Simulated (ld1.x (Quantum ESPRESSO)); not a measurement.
## Ar, RRKJ: configuration errors across variants

```json
{"Element": "argon (Ar)", "Generator": "ld1.x (Quantum ESPRESSO) 7.5", "Type": "norm-conserving RRKJ (Kleinman–Bylander form)", "Functional": "PBEsol", "Relativity": "non-relativistic", "Frozen core": "[He]", "Valence charge": "16", "Reference configuration": "2s2 2p6 3s2 3p6", "Partial waves": "2p (bound): rc 0.40 bohr; 2s (bound): rc 0.65 bohr", "Local potential": "the s channel", "Core correction": "none", "rho0": "0.005"}
```

Occupied shells without a wave of their own: 3p, 3s. They enter only through the test configuration that unscreens the potential.

All-electron excitation energies from the reference (eV): (1) 2s2 2p6 3s2 3p5 16.030; (2) 2s2 2p6 3s2 3p4 44.646; (3) 2s2 2p6 3s2 3p3 87.171; (4) 2s2 2p6 3s1 3p6 30.338; (5) 2s2 2p6 3s2 3p5.5 6.535; (6) 2s1 2p6 3s2 3p6 311.858; (7) 2s2 2p5 3s2 3p6 249.436.

For the base: The 3p, 3s levels have no wave, so the channel is fitted at the deeper level alone: the likely source of the large errors.

The file “base” misses its own reference levels by 1.7 eV. The file “all radii scaled by about 0.74 (s 0.48, p 0.30 bohr)” misses its own reference levels by 0.4 eV. The file “all radii scaled by about 0.84 (s 0.54, p 0.34 bohr)” misses its own reference levels by 0.8 eV. The file “all radii scaled by about 0.91 (s 0.60, p 0.36 bohr)” misses its own reference levels by 1.3 eV. The file “all radii scaled by about 0.95 (s 0.62, p 0.38 bohr)” misses its own reference levels by 1.4 eV. The file “all radii scaled by about 1.09 (s 0.70, p 0.44 bohr)” misses its own reference levels by 2.1 eV. The file “all radii scaled by about 1.18 (s 0.76, p 0.48 bohr)” misses its own reference levels by 2.6 eV. The file “all radii scaled by about 1.24 (s 0.80, p 0.50 bohr)” misses its own reference levels by 2.8 eV. The file “all radii scaled by about 1.31 (s 0.86, p 0.52 bohr)” misses its own reference levels by 3.0 eV.

Errors AE − PS in meV (a dash: test not solved or not reliable):

| change | (1) | (2) | (3) | (4) | (5) | (6) | (7) | bound ghosts |
| --- | --- | --- | --- | --- | --- | --- | --- | --- |
| base | -643 | -1556 | -2747 | -1887 | -288 | +45 | +472 | not determined |
| all radii scaled by about 0.74 (s 0.48, p 0.30 bohr) | -115 | -280 | -496 | -492 | -51 | +78 | +144 | not determined |
| all radii scaled by about 0.84 (s 0.54, p 0.34 bohr) | -284 | -689 | -1219 | -920 | -127 | +88 | +274 | not determined |
| all radii scaled by about 0.91 (s 0.60, p 0.36 bohr) | -479 | -1162 | -2052 | -1424 | -215 | +79 | +387 | not determined |
| all radii scaled by about 0.95 (s 0.62, p 0.38 bohr) | -529 | -1281 | -2262 | -1571 | -237 | +68 | +418 | not determined |
| all radii scaled by about 1.09 (s 0.70, p 0.44 bohr) | -804 | -1944 | -3428 | -2390 | -360 | -19 | +548 | not determined |
| all radii scaled by about 1.18 (s 0.76, p 0.48 bohr) | -984 | -2378 | -4191 | -2960 | -441 | -112 | +608 | not determined |
| all radii scaled by about 1.24 (s 0.80, p 0.50 bohr) | -1005 | -2429 | -4279 | -3133 | -451 | -170 | +633 | not determined |
| all radii scaled by about 1.31 (s 0.86, p 0.52 bohr) | -1061 | -2563 | -4512 | -3338 | -476 | -221 | +644 | not determined |

(1) Give the same row for: all radii scaled by about 1.39 (s 0.90, p 0.56 bohr).

Answers

(1) -937, -2265, -3987, -3334, -420, -305, +700; bound ghosts: none.
